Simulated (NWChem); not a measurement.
# InCl2, doublet; SMILES [Cl][In][Cl]

In the optimisation the excess spin sits in a1 (C2v, its own frame). The spin multiplicity was typed, not searched, and may not be the lowest. def2 effective core potentials on In; no spin-orbit coupling.

**Question.** Give the equilibrium geometry at PBE-D3(BJ)/def2-SVP with def2 effective core potentials on In, spin-unrestricted (NWChem) as a Z-matrix, with the point group.

**Answer.** point group C2v; any orientation.
```
In
Cl 1 2.4115
Cl 1 2.4115 2 119.77
```
